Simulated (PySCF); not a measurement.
Coordinates in bohr (charge -1 multiplicity 1):
```
Lu    0.0000    0.0000    0.0000
H     3.8688    0.0000    0.0000
H     0.0000    3.8688    0.0000
H    -3.8688    0.0000    0.0000
H     0.0000   -3.8688    0.0000
```

All numbers come from PBE0 in PySCF with Lu def2-TZVP with ECP28, H def2-TZVP; scalar-relativistic core potentials, no spin–orbit coupling; density-fitted integrals.

This geometry of [LuH4]- is a stationary point at this level.

(1) What is the point group?

(2) Is it a minimum?

(3) Which band is strongest in the infrared?

(4) What are the dipole moment and the gap between the highest occupied and lowest empty levels?

(5) Give the atomic charges and bond orders.

Answers

(1) D4h.

(2) No: it has 1 imaginary mode, at 561i cm⁻¹ (b2u).

(3) 1188 cm⁻¹ (eu), 2885 km/mol.

(4) 0.00 D about the centre of mass and 4.37 eV.

(5) 
```csv
atom,Mulliken,Löwdin,polar tensor,Mayer order to Lu1
Lu1,0.27,-0.02,1.60,–
"H2,3,4,5",-0.32,-0.24,-0.65,0.85
```

This need not be the most stable arrangement of these atoms. The lowest empty level of this anion is unbound, so it and the gap depend on the basis. At this level a singlet minimum of Td symmetry lies 125 kJ/mol below this structure. The basis has no diffuse functions, which an anion would want.
